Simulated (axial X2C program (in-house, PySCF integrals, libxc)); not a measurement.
# A run on PtO⁺ without results

A two-component calculation with an in-house all-electron X2C program for linear molecules (integrals from PySCF).

Input and command:
```json
{"zs": [78, 8], "q": 1, "bas": ["dyall-acv3z", "dyall-av3z"], "r0": 1.69, "eom": "ea", "thr": -2.0, "nmax": 92, "grid": [1, 0.96, 1.045, 0.92, 1.09, 1.15]}
```
```bash
python soeom.py task.json out
```

Keys: zs atomic numbers; q charge; bas basis sets; r0 starting distance in Å; eom kind of EOM run; thr threshold in hartree for freezing inner shells (an s shell follows its p shell); nmax most natural virtual spinors; grid distances as factors.

Outcome:

The PBE0 distance search ended without bracketing a minimum (an unconverged step or the end of its range); this says nothing on whether the molecule is bound.
